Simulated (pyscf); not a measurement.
**`[Cl][Ta]([Cl])([Cl])([Cl])[Cl]`, singlet**

Gas-phase minimum from PySCF at ωB97X-D3(BJ)/def2-SVP, one conformer. 

```
Ta
Cl 1 2.2749
Cl 1 2.2751 2 119.94
Cl 1 2.2752 2 119.99 3 179.99
Cl 1 2.3162 2 90.00 3 90.04
Cl 1 2.3162 2 90.02 5 179.94
```
Charge 0, spin multiplicity 1.

Properties at ωB97X-D3(BJ)/def2-SVP:

| Property | Value |
|---|---|
| Harmonic wavenumbers, unscaled | 62, 63, 138, 138, 171, 187, 187, 355, 393, 423, 424, 424 cm⁻¹ |
| Zero-point energy | 4.2 kcal/mol |
| Rotational symmetry number | 6 |
| Entropy of this conformer at 298 K and 1 atm, rigid rotor and harmonic oscillator, modes under 100 cm⁻¹ raised to 100 | 397.5 J/(mol K) |
| Dipole moment | 0.00 D |

Single-point totals, which compare only within one level:

```json
[
 {"level": "ωB97X-D3(BJ)/def2-TZVP", "total energy (hartree)": "-2358.47782"},
 {"level": "PBE/def2-TZVP", "total energy (hartree)": "-2357.50899"},
 {"level": "r²SCAN/def2-TZVP", "total energy (hartree)": "-2358.29942"},
 {"level": "B3LYP-D3(BJ)/def2-TZVP", "total energy (hartree)": "-2358.51522"},
 {"level": "PBE0-D3(BJ)/def2-TZVP", "total energy (hartree)": "-2357.64969"},
 {"level": "M06-2X/def2-TZVP", "total energy (hartree)": "-2358.21870"},
 {"level": "ωB97M-D3(BJ)/def2-TZVP", "total energy (hartree)": "-2358.60722"}
]
```

Elements past Kr carry the def2 core potentials, without spin-orbit coupling.
